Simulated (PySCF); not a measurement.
## Stationary points of AsI₂

Level of theory: PBE0 in PySCF with As def2-SVP, I def2-SVP with ECP28; scalar-relativistic core potentials, no spin–orbit coupling; density-fitted integrals.

Relaxations began from a few typed shapes; open shells are unrestricted. The search is not exhaustive: other isomers or separated fragments can lie lower, and high-lying points may rest on an excited occupation.

Task: Order these stationary points by electronic energy, lowest first, in kJ/mol from the lowest minimum.
A. doublet D∞h: As–I 2.655 Å (×2); I–As–I 180.0°
B. doublet C2v: As–I 2.534 Å (×2); I–As–I 103.3°

Result: B (0.0), A (158.1).

Task: Which of them are minima?

Result: By energy in kJ/mol, 0.0: minimum; 158.1: saddle point, 2 imaginary modes.

For the lowest minimum: with an element this heavy the missing spin–orbit coupling can shift these numbers.

The electron or spin density has lower symmetry than the nuclear frame for the doublet D∞h at 158.1 kJ/mol.
